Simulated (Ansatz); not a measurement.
BFH₆OSi₂, SMILES `FBO[SiH2][SiH3]`, relaxed with RKS PBE-D4/def2-SVP in Ansatz from a rough embedded geometry. The force threshold is 0.03 eV/Å; the program also tests the step.

Total charge 0; spin multiplicity 1.

Start:

```xyz
11

F     2.369   -0.570   -0.718
B     1.358    0.029   -1.607
O     0.029   -0.517   -1.610
Si   -0.947    0.357   -0.394
Si   -0.443   -0.389    1.642
H     1.613    0.903   -2.370
H    -2.339    0.194   -0.669
H    -0.605    1.803   -0.492
H     0.983   -0.280    1.907
H    -0.792   -1.856    1.701
H    -1.225    0.326    2.610
```

| step | energy (eV) | largest force (eV/Å) | largest move (Å) |
| --- | --- | --- | --- |
| 1 | -21272.2426 | 3.290 | 0.000 |
| 2 | -21272.7118 | 2.513 | 0.179 |
| 3 | -21272.8909 | 2.109 | 0.181 |
| 4 | -21273.0899 | 0.719 | 0.162 |
| 5 | -21273.1672 | 0.417 | 0.200 |
| 6 | -21273.2151 | 0.251 | 0.200 |
| 7 | -21273.2371 | 0.419 | 0.133 |
| 8 | -21273.2506 | 0.921 | 0.198 |
| 9 | -21273.2622 | 0.938 | 0.096 |
| 10 | -21273.3233 | 0.121 | 0.146 |
| 11 | -21273.3315 | 0.141 | 0.077 |
| 12 | -21273.3504 | 0.299 | 0.158 |
| 13 | -21273.3572 | 0.189 | 0.040 |
| 14 | -21273.3622 | 0.196 | 0.069 |
| 15 | -21273.3631 | 0.019 | 0.029 |

End:

```xyz
11

F     1.859   -0.793   -0.630
B     1.366   -0.115   -1.685
O     0.174    0.510   -1.592
Si   -0.976    0.670   -0.332
Si   -0.341   -0.442    1.648
H     2.017   -0.080   -2.709
H    -2.268    0.121   -0.869
H    -1.137    2.145   -0.095
H     0.950    0.109    2.183
H    -0.216   -1.921    1.414
H    -1.428   -0.204    2.666
```

Hardware: 4 threads of an Arm Neoverse V1 on a shared host. Wall time 19 s, peak host memory 0.16 GiB.
